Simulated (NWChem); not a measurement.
Everything below was run with NWChem. System: H5AlO, charge 0, spin multiplicity 1, at a geometry optimised with B3LYP/def2-SVP. The structure started from a generated list of species. Level: MP2/def2-TZVP, 6 core orbitals frozen.

NWChem printed:

```
             Northwest Computational Chemistry Package (NWChem) 7.3.0
             --------------------------------------------------------

                                NWChem Input Module
                                -------------------

 Scaling coordinates for geometry "geometry" by  1.889725989
 (inverse scale =  0.529177249)

                             Geometry "geometry" -> ""
                             -------------------------

 Output coordinates in angstroms (scale by  1.889725989 to convert to a.u.)

  No.       Tag          Charge          X              Y              Z
 ---- ---------------- ---------- -------------- -------------- --------------
    1 Al                  13.0000    -0.71067200     0.33465800    -0.10121900
    2 H                    1.0000    -1.24851200     0.65845400     1.36223400
    3 H                    1.0000    -0.15424500     1.54947600    -0.98568000
    4 H                    1.0000    -1.33342100    -0.92428600    -0.87252300
    5 O                    8.0000     1.11478400    -0.52146200     0.24931800
    6 H                    1.0000     1.86425500    -0.02746600    -0.11695900
    7 H                    1.0000     1.19238400    -1.43502800    -0.06577400

 Effective nuclear repulsion energy (a.u.)      60.3315431800

            Nuclear Dipole moment (a.u.)
            ----------------------------
        X                 Y               Z
 ---------------- ---------------- ----------------
    -0.0000056692     0.0000151178    -0.0000094486


 Summary of "ao basis" -> "" (spherical)
 ------------------------------------------------------------------------------
       Tag                 Description            Shells   Functions and Types
 ---------------- ------------------------------  ------  ---------------------
 *                         def2-tzvp                  on all atoms

 Summary of "ao basis" -> "ao basis" (spherical)
 ------------------------------------------------------------------------------
       Tag                 Description            Shells   Functions and Types
 ---------------- ------------------------------  ------  ---------------------
 Al                        def2-tzvp                13       37   5s5p2d1f
 H                         def2-tzvp                 4        6   3s1p
 O                         def2-tzvp                11       31   5s3p2d1f

                                 NWChem SCF Module
                                 -----------------

  ao basis        = "ao basis"
  functions       =    98
  atoms           =     7
  closed shells   =    13
  open shells     =     0
  charge          =   0.00
  wavefunction    = RHF
  use symmetry    = F
  symmetry adapt  = F

 Summary of "ao basis" -> "ao basis" (spherical)
 ------------------------------------------------------------------------------
       Tag                 Description            Shells   Functions and Types
 ---------------- ------------------------------  ------  ---------------------
 Al                        def2-tzvp                13       37   5s5p2d1f
 H                         def2-tzvp                 4        6   3s1p
 O                         def2-tzvp                11       31   5s3p2d1f

 Forming initial guess at       0.1s

      Superposition of Atomic Density Guess
      -------------------------------------

 Sum of atomic energies:        -319.15817713

      Non-variational initial energy
      ------------------------------

 Total energy =    -319.568402
 1-e energy   =    -561.603346
 2-e energy   =     181.703400
 HOMO         =      -0.352949
 LUMO         =       0.005301

 Starting SCF solution at       1.6s

 ----------------------------------------------
         Quadratically convergent ROHF

 Convergence threshold     :          1.000E-07
 Maximum no. of iterations :          100
 Final Fock-matrix accuracy:          1.000E-09
 ----------------------------------------------

              iter       energy          gnorm     gmax       time
             ----- ------------------- --------- --------- --------
                 1     -319.6928185965  7.12D-01  2.44D-01      1.7
                 2     -319.7251959504  2.79D-01  6.51D-02      1.8
[...]
     4      0.414548  1 Al s                  3     -0.238456  1 Al s
    39      0.152400  2 H  s

 Vector   12  Occ=2.000000D+00  E=-3.993184D-01
              MO Center= -7.3D-01,  3.0D-01, -7.7D-01, r^2= 2.7D+00
   Bfn.  Coefficient  Atom+Function         Bfn.  Coefficient  Atom+Function
  ----- ------------  ---------------      ----- ------------  ---------------
    16      0.261728  1 Al py                51     -0.232087  4 H  s
    45      0.230096  3 H  s                 52     -0.191140  4 H  s
    46      0.189318  3 H  s

 Vector   13  Occ=2.000000D+00  E=-3.939955D-01
              MO Center= -9.8D-01,  5.0D-01,  4.5D-01, r^2= 2.7D+00
   Bfn.  Coefficient  Atom+Function         Bfn.  Coefficient  Atom+Function
  ----- ------------  ---------------      ----- ------------  ---------------
    17      0.283780  1 Al pz                39      0.267086  2 H  s
    40      0.215361  2 H  s                 38      0.151299  2 H  s

 Vector   14  Occ=0.000000D+00  E= 7.442468D-02
              MO Center=  8.5D-01, -4.1D-01, -1.8D-01, r^2= 6.2D+00
   Bfn.  Coefficient  Atom+Function         Bfn.  Coefficient  Atom+Function
  ----- ------------  ---------------      ----- ------------  ---------------
    60      1.217873  5 O  s                 89     -0.687896  6 H  s
    95     -0.686644  7 H  s                 18     -0.509183  1 Al px
    19      0.234014  1 Al py                58      0.174473  5 O  s

 Vector   15  Occ=0.000000D+00  E= 1.388472D-01
              MO Center= -6.3D-01,  2.9D-01, -3.4D-01, r^2= 8.6D+00
   Bfn.  Coefficient  Atom+Function         Bfn.  Coefficient  Atom+Function
  ----- ------------  ---------------      ----- ------------  ---------------
    18      1.197565  1 Al px                89     -1.006599  6 H  s
    95     -1.004839  7 H  s                 19     -0.556851  1 Al py
    46      0.475748  3 H  s                 52      0.467626  4 H  s
    20      0.462815  1 Al pz                60      0.430174  5 O  s
    67      0.396720  5 O  px                 5     -0.340053  1 Al s

 Vector   16  Occ=0.000000D+00  E= 1.516413D-01
              MO Center=  3.6D-01, -1.0D-01,  3.2D-01, r^2= 8.3D+00
   Bfn.  Coefficient  Atom+Function         Bfn.  Coefficient  Atom+Function
  ----- ------------  ---------------      ----- ------------  ---------------
    19      1.609977  1 Al py                52      1.231723  4 H  s
    46     -1.164462  3 H  s                 89      0.923666  6 H  s
    95     -0.908349  7 H  s                 18      0.729906  1 Al px
    68     -0.496502  5 O  py                67     -0.241620  5 O  px
    27     -0.174011  1 Al d -1

 center of mass
 --------------
 x =  -0.04019035 y =   0.02001676 z =   0.02254191

 moments of inertia (a.u.)
 ------------------
          64.487017961944          61.807127861720         -20.396213149414
          61.807127861720         166.783124694466           9.726312183910
         -20.396213149414           9.726312183910         196.283667452812

  Mulliken analysis of the total density
  --------------------------------------

    Atom       Charge   Shell Charges
 -----------   ------   -------------------------------------------------------
    1 Al  13    12.60   2.00  0.65  1.33  0.70  0.25  2.92  2.28  0.82  0.99  0.35  0.15  0.12  0.04
    2 H    1     1.19   0.23  0.57  0.39  0.01
    3 H    1     1.20   0.23  0.57  0.40  0.00
    4 H    1     1.20   0.23  0.57  0.40  0.00
    5 O    8     8.60   0.79  1.18  0.55  0.97  0.25  1.87  2.11  0.85  0.00  0.02  0.00
    6 H    1     0.60   0.24  0.30  0.02  0.04
    7 H    1     0.60   0.24  0.30  0.02  0.04

       Multipole analysis of the density wrt the origin
       ------------------------------------------------

     L   x y z        total         open         nuclear
     -   - - -        -----         ----         -------
     0   0 0 0      0.000000      0.000000     26.000000

     1   1 0 0      1.731589      0.000000     -0.000006
     1   0 1 0     -0.830766      0.000000      0.000015
     1   0 0 1     -0.187090      0.000000     -0.000009

     2   2 0 0    -12.799636      0.000000     88.439084
     2   1 1 0     -2.418716      0.000000    -33.329776
     2   1 0 1     -0.459742      0.000000      8.845038
     2   0 2 0    -16.708177      0.000000     33.497049
     2   0 1 1      0.144126      0.000000     -4.309189
     2   0 0 2    -20.004641      0.000000     15.130646

                   NWChem MP2 Semi-direct Energy/Gradient Module
                   ---------------------------------------------

  Basis functions       =     98
  Molecular orbitals    =     98
  Frozen core           =      6
  Frozen virtuals       =      0
  Active alpha occupied =      7
  Active beta occupied  =      7
  Active alpha virtual  =     85
  Active beta virtual   =     85
  Use MO symmetry       = F
  Use skeleton AO sym   = F

  AO/Fock/Back tols     =   1.0D-09  1.0D-09  1.0D-09

 GA uses MA = F    GA memory limited = T

 Available:
  local mem=  1.15D+08
 global mem=  1.31D+08
 local disk=  0.00D+00
  mp2_memr nvloc                    85
  nvloc new                    85
   1 passes of   7:        5242880                      49330                   9757245.
   1 passes of   7: M    114680751           G      131052792           F     109437871.

 Semi-direct pass number   1 of   1  for RHF alpha+beta  at        3.8s
  vrange nnbf                  4815
  mp2_eaftype                    37  avail_ma_in_mb                   999
 EAF : mp2_eaftype filesize          37    4878623.
  mp2_eaf for mointskh                     37
Node 0 wrote     22.9 Mb in      0.0 s     Agg I/O rate:  2045.3 Mb/s
 Done moints_semi at        8.2s
  mp2_eaftype                    37  avail_ma_in_mb                   962
 EAF : mp2_eaftype filesize          37    4878623.
  mp2_eaf for kh                    37
 Done maket at        8.5s
 Done multipass loop at        8.5s

          -------------------------------------------
          SCF energy                -319.729387047356
          Correlation energy          -0.344371309314
          Singlet pairs               -0.239863475671
          Triplet pairs               -0.104507833643
          Total MP2 energy          -320.073758356670
          -------------------------------------------

          ---------------------------------------------------
                    Spin Component Scaled (SCS) MP2
          Same spin pairs                     -0.069671889095
          Same spin scaling factor             0.333333333333
          Opposite spin pairs                 -0.274699420219
          Opposite spin scaling fact.          1.200000000000
          SCS-MP2 correlation energy          -0.352863267295
          Total SCS-MP2 energy              -320.082250314650
          ---------------------------------------------------

 -----------------------
 Performance information
 -----------------------

 Timer overhead =  2.06D-07 seconds/call

               Nr. of calls         CPU time (s)                 Wall time (s)                GFlops
             ---------------    -------------------     ------------------------------   -------------------
Name         Min   Avg   Max    Min     Avg     Max     Min     Avg     Max   Mx/calls   Min     Max     Sum
mp2: moin     1     1     1    4.4     4.4     4.4      4.4     4.4     4.4     4.4      0.0     0.0     0.0
mp2: make     1     1     1   0.26    0.26    0.26     0.26    0.26    0.26    0.26      0.0     0.0     0.0
mp2: tota     1     1     1    4.7     4.7     4.7      4.7     4.7     4.7     4.7      0.0     0.0     0.0

 The average no. of pstat calls per process was 3.00D+00
 with a timing overhead of 6.18D-07s

 Task  times  cpu:        8.4s     wall:        8.4s

 Total times  cpu:        8.5s     wall:        8.5s
```

Question: Write an NWChem input that would produce this output.

Answer: This is not unique; one that fits is 
```
start mol
memory heap 200 mb stack 800 mb global 1000 mb
geometry units angstroms nocenter noautoz noautosym
  Al    -0.710672     0.334658    -0.101219
  H     -1.248512     0.658454     1.362234
  H     -0.154245     1.549476    -0.985680
  H     -1.333421    -0.924286    -0.872523
  O      1.114784    -0.521462     0.249318
  H      1.864255    -0.027466    -0.116959
  H      1.192384    -1.435028    -0.065774
end
basis spherical
  * library def2-tzvp
end
scf
  rhf
  nopen 0
  maxiter 100
  thresh 1e-7
  semidirect memsize 60000000 filesize 0
end
mp2
  freeze core 6
end
task mp2 energy
```
